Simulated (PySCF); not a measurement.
Species: C5H10OSi2.
SMILES: `CC#C[Si@@H]1CC[SiH2]O1`

Level: CAM-B3LYP/def2-SVPD in PySCF, non-relativistic, on one gas-phase PBE0-D3(BJ)/def2-SVP geometry that isn't relaxed in the solvent. The solvent is an IEF-PCM continuum (Bondi radii, 1.10 Å for H, scaled by 1.2), and excitations are vertical TDDFT with non-equilibrium linear response and a frozen core. Specific hydrogen bonds and non-electrostatic terms are outside this model.

Gas-phase singlets (H = HOMO, L = LUMO):

```tsv
state	E (eV)	λ (nm)	f	leading configuration
S1	5.772	215	0.000	H→L 62%
S2	6.080	204	0.000	H-1→L 37%
S3	6.151	202	0.000	H-1→L+2 28%
S4	7.186	173	0.017	H→L+1 49%
S5	7.305	170	0.009	H-1→L+2 36%
```

Problem. How does the list change in acetonitrile (ε = 35.69)?

Solution. 
| state | E (eV) | λ (nm) | f | leading configuration | change by rank (eV) |
| --- | --- | --- | --- | --- | --- |
| S1 | 5.796 | 214 | 0.000 | H→L 62% | +0.024 |
| S2 | 6.114 | 203 | 0.001 | H-1→L 38% | +0.034 |
| S3 | 6.207 | 200 | 0.001 | H-1→L+2 34% | +0.056 |
| S4 | 7.230 | 171 | 0.024 | H→L+1 35% | +0.044 |
| S5 | 7.322 | 169 | 0.006 | H-2→L 42% | +0.017 |

Problem. How do the frontier levels move from gas to acetonitrile?

Solution. 
```csv
orbital,gas (eV),solvent (eV),change (eV)
LUMO+2,1.29,1.37,+0.08
LUMO+1,1.04,1.10,+0.06
LUMO,0.89,0.79,-0.10
HOMO,-8.93,-8.97,-0.04
HOMO-1,-9.13,-9.22,-0.09
HOMO-2,-9.71,-9.69,+0.02
HOMO-3,-9.98,-10.08,-0.10
```

The HOMO–LUMO gap goes from 9.81 to 9.76 eV. Rows go by rank; for HOMO-3, HOMO-2, LUMO+1 and LUMO+2 the atom shares or the degeneracy differ between the runs, so the row needn't follow one orbital.

Time: 97 s; peak memory 1.4 GiB. Hardware: an Arm Neoverse N1 with one thread, shared host. This is the whole response run at CAM-B3LYP/def2-SVPD in acetonitrile, SCF included.
